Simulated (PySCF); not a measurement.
# Levels of S³⁺ from EOM-EA-GCCSD

Reference: closed-shell S⁴⁺, [Ne] 3s2; one electron is added. Calculated with PySCF 2.14, two-component X2C-1e with screened spin-orbit coupling, x2c-TZVPPall-2c with one added diffuse shell each of s, p, d type (6s7p4d1f, 54 functions); frozen nothing; all 96 virtual spinors kept. No Breit or QED terms. Binding energies in eV.

```
level  Koopmans  second order  EOM-CCSD
3p1/2    46.368        47.276    47.185
3p3/2    46.242        47.149    47.062
3d3/2    28.508        30.831    27.781
4s1/2    24.192        24.741    24.730
4p1/2    20.340        20.782    20.842
4p3/2    20.306        20.747    20.808
```

In EOM-CCSD the overlap with the one-orbital guess is low for 3d3/2 (weight 0.65). That can mean mixing with two-particle, one-hole states, where second order and EOM-CCSD lose accuracy, or only a rotation among the degenerate components of the shell; the terms of those configurations are not listed.

For comparison, the ionisation energy of S³⁺ is 47.222 ± 0.012 eV (semi-empirical (NIST evaluation); NIST Atomic Spectra Database, ionization energies).

Only part of the computed levels is shown.

The screened spin-orbit operator tends to give fine-structure splittings of light species too large.

The highest levels are limited by the diffuse functions of the basis.
